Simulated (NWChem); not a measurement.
System: C4H5FO; SMILES O(/C=C/F)C=C

```xyz
11

C      1.1876    -1.7575     0.1628
C     -0.1039    -1.7970    -0.1694
O     -1.0462    -0.8260    -0.0937
C     -0.7987     0.4816     0.1656
C      0.2644     1.2035    -0.1936
F      0.2953     2.5056     0.0903
H      1.6880    -0.8719     0.5536
H      1.7689    -2.6753     0.0685
H     -0.5728    -2.7144    -0.5355
H     -1.6353     0.9698     0.6726
H      1.1448     0.8469    -0.7299
```
Atoms are numbered in this order, from 1.

Results from NWChem. Geometry: optimised at PBE0/def2-SVP. Level: M05-2X/def2-SVP with SMD (1 M gas to 1 M solution), gas-phase geometry.

Problem. Among these, which solvent gives the lowest value of “solvation free energy (kcal/mol)”?
(A) 2-propanol
(B) water
(C) 1,4-dioxane
(D) chlorobenzene

Solution. D, chlorobenzene. Values: chlorobenzene -3.2; 2-propanol -2.3; 1,4-dioxane -0.8; water 0.5
